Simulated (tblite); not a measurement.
Give a GFN2-xTB geometry of `[SiH3]P([SiH3])[SiH3]` ((SiH3)3P).

Z-matrix in Å and degrees, rows numbered from 1:
```
Si
P   1  2.2226
Si  2  2.2224  1  102.22
Si  2  2.2226  1  102.24  3   105.59
H   1  1.4608  2  106.76  3    67.42
H   1  1.4662  2  112.69  3   -52.96
H   1  1.4606  2  106.74  3  -173.29
H   3  1.4609  2  106.79  1   -67.48
H   3  1.4609  2  106.77  1   173.23
H   3  1.4663  2  112.74  1    52.88
H   4  1.4608  2  106.76  1  -173.15
H   4  1.4608  2  106.74  1    67.55
H   4  1.4663  2  112.68  1   -52.78
```

All 3 P–Si bonds measure 2.222 to 2.223 Å. Si1 (SiH3 silicon) is tetrahedral (angles from 106.7° to 112.7°). P2 (three-coordinate phosphorus) is pyramidal (angles 102.2°, 102.2° and 102.2°, sum 306.7°, 0.97 Å off the plane of its three neighbours).

Structure optimised with GFN2-xTB, isolated species.

Point group: C3v (tolerance 0.08 Å). Its GFN2-xTB frequencies are all real (lowest 81 cm⁻¹).

All values are computed, not measured.
